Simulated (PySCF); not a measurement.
Yb²⁷⁺ (ytterbium, charge +27): LDA calculation

Configuration: [Kr] 4d7, high-spin 4F determinant. All numbers are calculated (PySCF 2.14, the non-relativistic Hamiltonian (point nucleus), in an uncontracted even-tempered set (18 s from 1.9 bohr⁻², ratio 2.5; 12 p from 2.5 bohr⁻², ratio 2.5; 9 d from 2.5 bohr⁻², ratio 2.5; 4 f from 13 bohr⁻², ratio 2.7; 3 g from 20 bohr⁻², ratio 2.7)).

| Quantity | Value |
| --- | --- |
| Total energy | -13043.15 hartree |
| One-electron energy | -16458.03 hartree |
| Hartree (Coulomb) energy | 3649.87 hartree |
| Exchange-correlation energy | -235.00 hartree |
| Kinetic energy | 13038.92303 hartree |
| ⟨S²⟩ | 3.7501 |
| ⟨L²⟩ | 12.001 |
| Sum of ⟨r⟩ | 11.72 bohr |
| Sum of ⟨r²⟩ | 4.972 bohr² |
| Density at the nucleus (Gaussians lack the cusp) | 242000 bohr⁻³ |
| Spin density at the nucleus | -3.06 bohr⁻³ |

| shell | electrons | mean orbital energy (hartree) | spread (hartree) | rms radius, mean of both spins (bohr) |
| --- | --- | --- | --- | --- |
| 1s α | 1 | -2118.34822 | 0 | 0.0250 |
| 1s β | 1 | -2118.34327 | 0 | 0.0250 |
| 2s α | 1 | -372.57990 | 0 | 0.0994 |
| 2s β | 1 | -372.47750 | 0 | 0.0994 |
| 2p α | 3 | -357.72459 | 0 | 0.0855 |
| 2p β | 3 | -357.64242 | 0 | 0.0855 |
| 3s α | 1 | -109.75305 | 0 | 0.249 |
| 3s β | 1 | -109.67986 | 0 | 0.249 |
| 3p α | 3 | -103.02479 | 0 | 0.240 |
| 3p β | 3 | -102.95267 | 0 | 0.240 |
| 3d α | 5 | -90.50872 | 0.05175 | 0.212 |
| 3d β | 5 | -90.42081 | 0.00878 | 0.212 |
| 4s α | 1 | -44.95464 | 0 | 0.515 |
| 4s β | 1 | -44.73755 | 0 | 0.515 |
| 4p α | 3 | -42.12264 | 0 | 0.516 |
| 4p β | 3 | -41.90526 | 0 | 0.516 |
| 4d α | 5 | -37.01900 | 0.09753 | 0.515 |
| 4d β | 2 | -36.80964 | 0 | 0.515 |

A non-relativistic calculation at this Z misses sizeable relativistic shifts. Spin-orbit coupling is strong in this species (close to jj coupling), so the high-spin LS determinant is a model state, not a physical level.
